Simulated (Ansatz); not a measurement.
System: CH3Br2Ga, charge 0, multiplicity 1. 
Geometry from a B3LYP-D3(BJ)/def2-TZVP (Ansatz, a program for electronic structure) optimisation:
```xyz
7

C     -2.4703    -0.7236    -0.1808
Ga    -0.5919    -0.1758    -0.0496
Br     1.1476    -1.6847     0.0029
Br     0.0418     2.0348     0.0886
H     -2.5398    -1.7110    -0.6328
H     -3.0244     0.0050    -0.7701
H     -2.8933    -0.7589     0.8239
```

Dipole moments at this geometry, in debye (magnitudes).

```json
[
 {"level": "PBE/def2-TZVPD", "program": "Ansatz", "dipole (D)": "2.55"},
 {"level": "BLYP/def2-TZVPD", "program": "Ansatz", "dipole (D)": "2.55"},
 {"level": "revPBE/def2-TZVPD", "program": "Ansatz", "dipole (D)": "2.55"},
 {"level": "r2SCAN/def2-TZVPD", "program": "Ansatz", "dipole (D)": "2.62"},
 {"level": "B97M-V/def2-TZVPD", "program": "Ansatz", "dipole (D)": "2.57"},
 {"level": "B3LYP/def2-TZVPD", "program": "Ansatz", "dipole (D)": "2.61"},
 {"level": "BHLYP/def2-TZVPD", "program": "Ansatz", "dipole (D)": "2.67"},
 {"level": "r2SCANh/def2-TZVPD", "program": "Ansatz", "dipole (D)": "2.64"},
 {"level": "r2SCAN0/def2-TZVPD", "program": "Ansatz", "dipole (D)": "2.66"},
 {"level": "CAM-B3LYP/def2-TZVPD", "program": "Ansatz", "dipole (D)": "2.66"},
 {"level": "LC-wPBE/def2-TZVPD", "program": "Ansatz", "dipole (D)": "2.66"},
 {"level": "wB97M-V/def2-TZVPD", "program": "Ansatz", "dipole (D)": "2.63"},
 {"level": "wB97X-V/def2-TZVPD", "program": "Ansatz", "dipole (D)": "2.65"},
 {"level": "CCSD(T)/aug-cc-pVDZ", "program": "Ansatz", "dipole (D)": "[?]"}
]
```

**Question.** Complete the blanks.

**Answer.** 
- CCSD(T)/aug-cc-pVDZ, dipole (D): 2.45
